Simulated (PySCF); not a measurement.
C2H3O2, doublet, at a GFN2-xTB geometry; PBE0/pcseg-1 (PySCF).

The PySCF input:
```python
from pyscf import gto, scf, dft

mol = gto.Mole()
mol.atom = '''
    C    -0.87928138    0.00351010    0.01564063
    O    -0.81883028   -1.01132689    0.65669977
    O     0.17084863    0.70015067   -0.44659388
    H    -1.80259150    0.51373746   -0.28852409
    C     1.41484609    0.28028668   -0.20613446
    H     1.57765462   -0.61886567    0.35962889
    H     2.19540180    0.89175727   -0.60898889
'''
mol.basis = 'pcseg-1'
mol.spin = 1
mol.verbose = 5
mol.build()

mf = dft.UKS(mol)
mf.xc = 'pbe0'
mf.small_rho_cutoff = 0
mf.kernel()
mf.analyze()
```

Predict the main parts of the log of this PySCF run.


```
PySCF version 2.14.0

[INPUT] verbose = 5
[INPUT] max_memory = 4000
[INPUT] num. atoms = 7
[INPUT] num. electrons = 31
[INPUT] charge = 0
[INPUT] spin (= nelec alpha-beta = 2S) = 1
[INPUT] symmetry False subgroup None
[INPUT] Mole.unit = angstrom
[INPUT] Symbol           X                Y                Z      unit          X                Y                Z       unit  Magmom
[...]
[INPUT] ---------------- BASIS SET ----------------
[INPUT] l, kappa, [nprim/nctr], expnt,             c_1 c_2 ...
[INPUT] C
[...]
                                187.145           0.0449576    0    0
                                42.5126           0.197901    0    0
                                11.7393            0.5    0    0
                                3.50548           0.480364    0    0
                                5.39089              0 -0.070398    0
                                0.493341             0  0.5    0
                                0.149741             0    0    1
[...]
                                1.93658           0.224999    0
                                0.526296           0.5    0
                                0.136319             0    1
[...]
[INPUT] O
[...]
                                344.416           0.0437333    0    0
                                78.2538           0.194796    0    0
                                21.7195            0.5    0    0
                                6.55907           0.484614    0    0
                                10.4656              0 -0.0713343    0
                                0.964351             0  0.5    0
                                0.285127             0    0    1
[...]
                                3.68999           0.242689    0
                                0.992996           0.5    0
                                0.244924             0    1
[...]
[INPUT] H
[...]
                                1.86871           0.15915    0
                                0.418208           0.5    0
                                0.1061               0    1
[...]
nuclear repulsion = 115.30437898001
number of shells = 18
number of NR pGTOs = 121
number of NR cGTOs = 71
basis = pcseg-1
ecp = {}

******** <class 'pyscf.dft.uks.UKS'> ********
method = UKS
initial guess = minao
damping factor = 0
level_shift factor = 0
DIIS = <class 'pyscf.scf.diis.CDIIS'>
diis_start_cycle = 1
diis_space = 8
diis_damp = 0
SCF conv_tol = 1e-09
SCF conv_tol_grad = None
SCF max_cycles = 50
direct_scf = True
direct_scf_tol = 1e-13
number electrons alpha = 16  beta = 15
XC library pyscf.dft.libxc version 7.1.2
    S. Lehtola, C. Steigemann, M. J. T. Oliveira, and M. A. L. Marques,  SoftwareX 7, 1–5 (2018)
XC functionals = pbe0
    C. Adamo and V. Barone,  J. Chem. Phys. 110, 6158 (1999)
    M. Ernzerhof and G. E. Scuseria,  J. Chem. Phys. 110, 5029 (1999)
radial grids:
    Treutler-Ahlrichs [JCP 102, 346 (1995); DOI:10.1063/1.469408] (M4) radial grids

becke partition: Becke, JCP 88, 2547 (1988); DOI:10.1063/1.454033
pruning grids: <function nwchem_prune>
grids dens level: 3
symmetrized grids: False
atomic radii adjust function: <function treutler_atomic_radii_adjust>
small_rho_cutoff = 0
Set gradient conv threshold to 3.16228e-05
atom C rad-grids = 75, ang-grids = [ 50  50  50  50  50  50  50  50  50  50  50  50  50  50  50  50  50  50
  50  50  50  50  86  86  86  86  86  86  86  86  86  86 266 266 266 266
 266 266 302 302 302 302 302 302 302 302 302 302 302 302 302 302 302 302
 302 302 302 302 266 266 266 266 266 266 266 266 266 266 266 266 266 266
 266 266 266]
atom O rad-grids = 75, ang-grids = [ 50  50  50  50  50  50  50  50  50  50  50  50  50  50  50  50  50  50
  50  50  50  50  50  86  86  86  86  86  86  86  86  86 266 266 266 266
 266 266 266 302 302 302 302 302 302 302 302 302 302 302 302 302 302 302
 302 302 302 302 302 266 266 266 266 266 266 266 266 266 266 266 266 266
 266 266 266]
atom H rad-grids = 50, ang-grids = [ 50  50  50  50  50  50  50  50  50  50  50  50  50  50  50  86  86  86
  86 266 266 266 266 266 302 302 302 302 302 302 302 302 302 302 302 302
 302 266 266 266 266 266 266 266 266 266 266 266 266 266]
tot_boxes 1980, boxes in each direction [13 10  9]
Padding 0 grids
tot grids = 85824
nelec by numeric integration = [15.49111609 15.49111609]
E1 = -537.7547356390799  E2 = 193.77156259382653  Ecoul = 222.46772181113226  Exc = -28.696159217305738
init E= -228.678794065243
cond(S) = 311.9648956339132

  alpha mo_energy =
[-19.391217   -19.38536846 -10.31739413 -10.30195252  -1.31770842
  -1.20763135  -0.84110969  -0.66206019  -0.60544113  -0.58118621
  -0.53193215  -0.48669451  -0.44391664  -0.41194644  -0.37805817
  -0.16219463  -0.05290087   0.05747513   0.07357521   0.10710731
   0.11365614   0.19541854   0.22611135   0.38547751   0.41150672
   0.43347536   0.46091838   0.47081661   0.50623382   0.59091561
   0.59847794   0.66255406   0.68701834   0.7125277    0.80089489
   0.84303238   0.893406     0.94623902   0.98587172   1.22994182
   1.30064639   1.38000285   1.40928413   1.57492752   1.58736071
   1.59714208   1.71895796   1.74795671   1.78345955   1.82680095
   1.88334393   1.9785619    2.01983777   2.03891014   2.08050652
   2.17972337   2.20577807   2.3576418    2.39164344   2.50981255
   2.52438562   2.58541184   2.59786429   2.75943303   2.86933811
   2.92476519   3.02962499   3.16238229   3.27614898   3.33726458
   3.52407806]
  beta  mo_energy =
[-19.391217   -19.38536846 -10.31739413 -10.30195252  -1.31770842
  -1.20763135  -0.84110969  -0.66206019  -0.60544113  -0.58118621
  -0.53193215  -0.48669451  -0.44391664  -0.41194644  -0.37805817
  -0.16219463  -0.05290087   0.05747513   0.07357521   0.10710731
   0.11365614   0.19541854   0.22611135   0.38547751   0.41150672
   0.43347536   0.46091838   0.47081661   0.50623382   0.59091561
   0.59847794   0.66255406   0.68701834   0.7125277    0.80089489
   0.84303238   0.893406     0.94623902   0.98587172   1.22994182
[...]
converged SCF energy = -228.099787712329  <S^2> = 0.75455774  2S+1 = 2.0045526
Total Energy =                        -228.099787712328919
[...]
5 H 2px          0.14685   0.04569  -0.02798  -0.08960  -0.17138
5 H 2py         -0.33812  -0.16599  -0.18264   0.37217   0.17504
5 H 2pz          0.21101   0.10413   0.11616  -0.23372  -0.10730
6 H 1s           0.01357  -0.00847   0.04216   0.00815   0.03227
6 H 2s           0.01337   0.01049  -0.04170  -0.02759  -0.05836
6 H 2px         -0.10720   0.11298  -0.33929  -0.20545  -0.38816
6 H 2py         -0.07532   0.09630  -0.32523  -0.05076  -0.19715
6 H 2pz          0.04985  -0.06324   0.21273   0.03630   0.13266
               #71
0 C 1s          -0.00014
0 C 2s           0.00541
0 C 3s          -0.02457
0 C 2px          0.01834
0 C 2py         -0.00779
0 C 2pz          0.00456
0 C 3px         -0.02994
0 C 3py          0.00487
0 C 3pz         -0.00247
0 C 3dxy         0.39053
0 C 3dyz        -0.12290
0 C 3dz^2        0.06494
0 C 3dxz        -0.24226
0 C 3dx2-y2     -0.21143
1 O 1s           0.00043
1 O 2s          -0.00875
1 O 3s           0.00789
1 O 2px          0.00228
1 O 2py         -0.00759
1 O 2pz          0.00476
1 O 3px         -0.00013
1 O 3py          0.00700
1 O 3pz         -0.00443
1 O 3dxy         0.24965
1 O 3dyz         0.03868
1 O 3dz^2        0.00140
1 O 3dxz        -0.15845
1 O 3dx2-y2      0.04545
2 O 1s           0.00046
2 O 2s          -0.00751
2 O 3s          -0.05312
2 O 2px          0.00848
2 O 2py          0.00895
2 O 2pz         -0.00583
2 O 3px          0.03001
2 O 3py         -0.00681
2 O 3pz          0.00370
2 O 3dxy        -0.24010
2 O 3dyz        -0.08276
2 O 3dz^2        0.15385
2 O 3dxz         0.16361
2 O 3dx2-y2     -0.35589
3 H 1s           0.02078
3 H 2s          -0.05326
3 H 2px          0.23595
3 H 2py         -0.14366
3 H 2pz          0.08613
4 C 1s          -0.00027
4 C 2s           0.00615
4 C 3s          -0.00346
4 C 2px         -0.00417
4 C 2py         -0.01772
4 C 2pz          0.01130
4 C 3px          0.01255
4 C 3py          0.00403
4 C 3pz         -0.00280
4 C 3dxy        -0.25717
4 C 3dyz        -0.19029
4 C 3dz^2        0.02236
4 C 3dxz         0.16585
4 C 3dx2-y2     -0.23057
5 H 1s          -0.02403
5 H 2s           0.03748
5 H 2px         -0.01002
5 H 2py         -0.23955
5 H 2pz          0.15181
6 H 1s           0.01467
6 H 2s          -0.02612
6 H 2px         -0.03008
6 H 2py         -0.14698
6 H 2pz          0.09364

To work with the spin densities directly, `use mulliken_meta_spin()` only printing them here.

 ** Mulliken spin pop alpha/beta on meta-lowdin orthogonal AOs **
 ** Mulliken Spin Density (per AO)  **
spin_pop of  0 C 1s       -0.00000
spin_pop of  0 C 2s        0.00229
spin_pop of  0 C 3s       -0.00003
spin_pop of  0 C 2px      -0.00055
spin_pop of  0 C 2py       0.01133
spin_pop of  0 C 2pz       0.02812
spin_pop of  0 C 3px       0.00003
spin_pop of  0 C 3py       0.00015
spin_pop of  0 C 3pz       0.00047
spin_pop of  0 C 3dxy      0.00003
spin_pop of  0 C 3dyz      0.00010
spin_pop of  0 C 3dz^2     0.00046
spin_pop of  0 C 3dxz      0.00007
spin_pop of  0 C 3dx2-y2    0.00012
spin_pop of  1 O 1s       -0.00000
spin_pop of  1 O 2s        0.00099
spin_pop of  1 O 3s        0.00000
spin_pop of  1 O 2px       0.00012
spin_pop of  1 O 2py       0.01744
spin_pop of  1 O 2pz       0.04375
spin_pop of  1 O 3px      -0.00002
spin_pop of  1 O 3py       0.00027
spin_pop of  1 O 3pz       0.00065
spin_pop of  1 O 3dxy     -0.00000
spin_pop of  1 O 3dyz     -0.00000
spin_pop of  1 O 3dz^2    -0.00003
spin_pop of  1 O 3dxz     -0.00000
spin_pop of  1 O 3dx2-y2   -0.00001
spin_pop of  2 O 1s       -0.00000
spin_pop of  2 O 2s        0.00106
spin_pop of  2 O 3s        0.00012
spin_pop of  2 O 2px      -0.01055
spin_pop of  2 O 2py       0.01117
spin_pop of  2 O 2pz       0.03381
spin_pop of  2 O 3px       0.00002
spin_pop of  2 O 3py       0.00034
spin_pop of  2 O 3pz       0.00082
spin_pop of  2 O 3dxy      0.00016
spin_pop of  2 O 3dyz     -0.00002
spin_pop of  2 O 3dz^2    -0.00002
spin_pop of  2 O 3dxz      0.00045
spin_pop of  2 O 3dx2-y2   -0.00004
spin_pop of  3 H 1s       -0.00337
spin_pop of  3 H 2s        0.00001
spin_pop of  3 H 2px       0.00000
spin_pop of  3 H 2py       0.00001
spin_pop of  3 H 2pz       0.00005
spin_pop of  4 C 1s       -0.00001
spin_pop of  4 C 2s        0.04191
spin_pop of  4 C 3s       -0.00046
spin_pop of  4 C 2px       0.01189
spin_pop of  4 C 2py       0.24982
spin_pop of  4 C 2pz       0.59843
spin_pop of  4 C 3px       0.00007
spin_pop of  4 C 3py       0.00364
spin_pop of  4 C 3pz       0.00946
spin_pop of  4 C 3dxy      0.00003
spin_pop of  4 C 3dyz     -0.00077
spin_pop of  4 C 3dz^2    -0.00030
spin_pop of  4 C 3dxz      0.00004
spin_pop of  4 C 3dx2-y2   -0.00001
spin_pop of  5 H 1s       -0.02690
spin_pop of  5 H 2s       -0.00007
spin_pop of  5 H 2px       0.00000
spin_pop of  5 H 2py       0.00010
spin_pop of  5 H 2pz       0.00041
spin_pop of  6 H 1s       -0.02773
spin_pop of  6 H 2s        0.00012
spin_pop of  6 H 2px      -0.00004
spin_pop of  6 H 2py       0.00013
spin_pop of  6 H 2pz       0.00043
 ** Mulliken Spin Density (per atom)  **
spin density of  0 C =      0.04260
spin density of  1 O =      0.06315
spin density of  2 O =      0.03733
spin density of  3 H =     -0.00329
spin density of  4 C =      0.91376
spin density of  5 H =     -0.02645
spin density of  6 H =     -0.02709
 ** Mulliken pop alpha/beta on meta-lowdin orthogonal AOs **
 ** Mulliken pop       alpha | beta **
In total            16.00000 | 15.00000
 ** Mulliken atomic charges   ( Nelec_alpha | Nelec_beta ) **
charge of  0C =      0.41824  (     2.81218      2.76958 )
charge of  1O =     -0.42533  (     4.24424      4.18109 )
charge of  2O =     -0.27241  (     4.15487      4.11754 )
charge of  3H =      0.09917  (     0.44877      0.45206 )
charge of  4C =     -0.07677  (     3.49527      2.58151 )
charge of  5H =      0.12656  (     0.42349      0.44995 )
charge of  6H =      0.13054  (     0.42118      0.44828 )
Dipole moment(X, Y, Z, Debye):  0.64576,  1.46094, -0.93774
```
